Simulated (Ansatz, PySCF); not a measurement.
This triplet is an excited state, 0.90 eV above the relaxed singlet at the level composite: frozen-core CCSD(T) with HF/cc-pVQZ and the correlation energy extrapolated as X^-3 from cc-pVTZ and cc-pVQZ, plus CCSDT(Q) minus CCSD(T) in cc-pVDZ // PBE0-D3(BJ)/def2-TZVP (Ansatz, an electronic-structure program).

Cartesian coordinates (Å):
SMILES: Cl[C]Cl
```xyz
3

Cl     1.4980    -0.2387     0.0000
C     -0.0003     0.4791     0.0000
Cl    -1.4977    -0.2404     0.0000
```
Charge 0, spin multiplicity 3.

Q: Predict the highest occupied spin orbital, total energy and dipole moment from PBE0-D3(BJ)/def2-TZVP in PySCF.

A: 
```json
{
  "highest_occupied_spin_orbital": "-6.13 eV",
  "total_energy": "-26070.37 eV",
  "dipole_moment": "0.35 D"
}
```
